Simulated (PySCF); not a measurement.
## Excitation energy of Mn by level of theory

Mn [Ar] 3d5 4s2 (6S) → Mn [Ar] 3d5 4s1 4p1 (8P), as a difference of total energies. Calculation: PySCF 2.14, in x2c-TZVPPall; the spin-free X2C one-electron Hamiltonian (Gaussian nucleus). Correlated levels: valence: [Ar] frozen; valence and next inner shell: [Ne] frozen. The calculations carry no spin-orbit coupling.

| method | excitation energy (eV) |
| --- | --- |
| UHF | 1.274 |
| LDA | 2.543 |
| PBE | 2.322 |
| PBE0 | 2.161 |
| r2SCAN | 1.919 |
| wB97X | 2.962 |
| LC-wPBE | 1.860 |
| M06-2X | 3.227 |
| PW91 | 2.320 |
| MP2 (valence) | 2.030 |
| SCS-MP2 (valence) | 2.348 |
| MP2 (valence and next inner shell) | 2.126 |
| SCS-MP2 (valence and next inner shell) | 2.339 |

Q: How much does correlation contribute at MP2 (valence and next inner shell)?

A: 2.126 − (1.274) = 0.852 eV, measured against UHF.

Errors of the correlated levels include the incompleteness of this basis and the frozen core.

The basis was made for the ground configuration and has no added diffuse functions, so the excitation energy can come out too high.

For comparison: 2.303 eV (measured; NIST levels, between the centres of gravity of the two terms).
